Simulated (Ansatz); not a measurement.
C3H9Si, that is [SiMe3]- with one electron fewer. The state is a doublet with charge 0. Geometry PBE0-D4/def2-SVPD; atoms count from 1.

```xyz
13

Si   -0.022    0.178   -0.618
C    -1.438   -1.026   -0.291
H    -2.415   -0.562   -0.490
H    -1.429   -1.352    0.763
H    -1.356   -1.924   -0.920
C    -0.206    1.719    0.456
H    -0.171    1.448    1.525
H    -1.164    2.228    0.269
H     0.602    2.441    0.266
C     1.640   -0.656   -0.296
H     2.478    0.027   -0.497
H     1.771   -1.548   -0.925
H     1.711   -0.974    0.759
```

Question: Estimate the Mulliken populations from the PBE0/def2-TZVPD orbitals of Ansatz.

Answer: 
```
atom  charge (e)  spin (α − β)
 Si1       -0.02          0.86
  C2       -0.59          0.03
  H3        0.20         -0.01
  H4        0.20          0.04
  H5        0.20         -0.01
  C6       -0.59          0.03
  H7        0.20          0.04
  H8        0.20         -0.01
  H9        0.20         -0.01
 C10       -0.59          0.03
 H11        0.20         -0.01
 H12        0.20         -0.01
 H13        0.20          0.04
```
Mulliken values and Mayer orders depend strongly on the basis. With diffuse functions, as here, like atoms can get unlike values, and bond orders can come out too low or too high.

Question: Where does the spin sit?

Answer: Summed by element: Si 0.86, C 0.08, H 0.06, of 1 unpaired in all. Largest on single atoms: Si1 0.86, H7 0.04, H13 0.04.

Question: And the Mayer bond orders between bonded heavy atoms (over 0.3)?

Answer: Si1–C2 0.98 (1.89 Å); Si1–C6 0.98 (1.89 Å); Si1–C10 0.98 (1.89 Å).
